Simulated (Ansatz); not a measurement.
Problem. Name a neutral molecule of C, Cl, In, O, Si and H with LUMO energy (PBE0/def2-TZVPP) between -2.60 and -2.30 eV and LUMO energy (B3LYP/def2-TZVPP) between -3.05 and -2.75 eV (Ansatz, PBE0-D4/def2-TZVP geometry).

Solution. `C[Si](C)(C)[O][In]([Cl])[Cl]` (-2.49 eV, -2.80 eV). Other molecules can fit too; these were computed, each in one conformer that needn't be the lowest.

B3LYP here is the variant with VWN-RPA as its local correlation; programs differ in this.
